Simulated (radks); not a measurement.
Cu+, 28 electrons, occupied as [Ar] 3d10 (the NIST ground configuration). Calculated with a radial shooting solver on a logarithmic mesh with Libxc functionals: scalar-relativistic Kohn-Sham, Slater X-alpha with alpha = 0.631, spin-polarised, spherical densities, finite nucleus; Fermi nuclear charge, rms radius 3.8823 fm.

Normalised radial functions P(r) = r R(r), r in bohr:

```
   r/bohr * 2p (the largest magnitude, 2.14, reaches the edge; | marks zero)
 0.002842 *
 0.003205 *
 0.003642 *
 0.004107 *
 0.004668 *
 0.005263 |*
 0.005934 |*
 0.006744 |*
 0.007604 |*
 0.008642 |*
 0.009744 | *
  0.01107 | *
  0.01249 |  *
  0.01419 |  *
    0.016 |   *
  0.01804 |    *
   0.0205 |     *
  0.02312 |      *
  0.02628 |        *
  0.02963 |          *
  0.03367 |            *
  0.03796 |               *
  0.04315 |                  *
  0.04865 |                     *
  0.05485 |                         *
  0.06234 |                             *
  0.07029 |                                 *
  0.07989 |                                      *
  0.09007 |                                          *
   0.1024 |                                              *
   0.1154 |                                                  *
   0.1312 |                                                     *
   0.1479 |                                                      *
   0.1668 |                                                      *
   0.1895 |                                                    *
   0.2137 |                                                  *
   0.2429 |                                             *
   0.2739 |                                       *
   0.3113 |                                 *
   0.3509 |                          *
   0.3989 |                   *
   0.4497 |             *
   0.5071 |         *
   0.5763 |     *
   0.6498 |  *
   0.7385 | *
   0.8327 |*
   0.9464 *
    1.067 *
    1.213 *
    1.367 *
    1.542 *
    1.752 *
    1.976 *
    2.245 *
    2.532 *
    2.877 *
    3.244 *
    3.687 *
    4.157 *
```

2p: eigenvalue -920.12 eV, 0 radial nodes, <r> = 0.207 bohr, 90 % of the charge inside 0.339 bohr.
